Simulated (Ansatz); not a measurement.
Geometry optimisation, RKS B3LYP-D4/cc-pVDZ (Ansatz).

input.yaml

```yaml
crystal:
  periodic: [false, false, false]
  atoms:
    - { symbol: "N", position_ang: [-0.6371, 1.0567, 1.9102] }
    - { symbol: Si, position_ang: [-1.3544, 0.8487, 0.2553] }
    - { symbol: O, position_ang: [-0.8524, 2.1153, -0.7931] }
    - { symbol: Al, position_ang: [-0.528, -1.2125, -0.584] }
    - { symbol: Si, position_ang: [1.7151, -1.6109, -0.8331] }
    - { symbol: H, position_ang: [-0.02664, 0.28126, 2.07497] }
    - { symbol: H, position_ang: [-1.47911, 0.87626, 2.58084] }
    - { symbol: H, position_ang: [-2.7811, 0.8706, 0.3102] }
    - { symbol: H, position_ang: [0.1723, 2.0606, -0.7336] }
    - { symbol: H, position_ang: [-1.6495, -2.3566, -0.9572] }
    - { symbol: H, position_ang: [2.0139, -1.8815, -2.2043] }
    - { symbol: H, position_ang: [2.4624, -0.397, -0.3598] }
    - { symbol: H, position_ang: [2.0591, -2.7258, -0.0025] }
basis:
  gaussian: { orbitals: cc-pVDZ }
hamiltonian:
  xc: b3lyp
  dispersion: d4
relax:
  f_tol: 0.015
  max_steps: 40
```

Launched with:

```bash
$ ansatz run input.yaml --threads 2 --pin off --max-ram 3072MiB --backend cpu --events-out ev --progress --plain --runs-dir out
```

**Question.** Where does it end, and by what steps?

**Answer.** The forces met the threshold. The force dipped under the threshold on the way, but the program's further checks kept it going. After 37 steps the energy has fallen by 0.878 eV; H7 moved furthest, 0.61 Å.

| step | energy less start (eV) | largest force component (eV/Å) | accepted |
| --- | --- | --- | --- |
| 0 | 0.0000 | 3.108 | yes |
| 2 | -0.5938 | 1.213 | no |
| 4 | -0.7886 | 0.247 | yes |
| 6 | -0.8351 | 0.683 | yes |
| 8 | -0.8693 | 0.137 | yes |
| 10 | -0.8731 | 0.018 | yes |
| 12 | -0.8739 | 0.201 | no |
| 14 | -0.8756 | 0.078 | yes |
| 16 | -0.8759 | 0.030 | yes |
| 18 | -0.8762 | 0.022 | yes |
| 20 | -0.8765 | 0.018 | yes |
| 22 | -0.8766 | 0.027 | yes |
| 24 | -0.8767 | 0.023 | yes |
| 26 | -0.8767 | 0.028 | no |
| 28 | -0.8769 | 0.017 | yes |
| 30 | -0.8770 | 0.037 | yes |
| 32 | -0.8773 | 0.006 | yes |
| 34 | -0.8765 | 0.139 | no |
| 36 | -0.8776 | 0.102 | no |
| 37 | -0.8778 | 0.008 | yes |

```xyz
13
Properties=species:S:1:pos:R:3
N -0.763 0.668 1.889
Si -1.468 0.803 0.286
O -1.097 2.217 -0.597
Al -0.681 -1.281 -0.766
Si 1.756 -1.721 -0.743
H 0.245 0.534 1.962
H -1.065 1.316 2.616
H -2.938 0.951 0.504
H -0.173 2.287 -0.876
H -1.638 -2.389 -1.404
H 2.313 -1.903 -2.127
H 2.527 -0.593 -0.113
H 2.097 -2.962 0.032
```

Whether the end is a true minimum wasn't checked by a vibrational analysis.

Run time: 2.9 min on 2 threads of Intel(R) Xeon(R) CPU @ 2.80GHz (Skylake/Cascade Lake), on a shared host, peak memory 0.34 GiB.
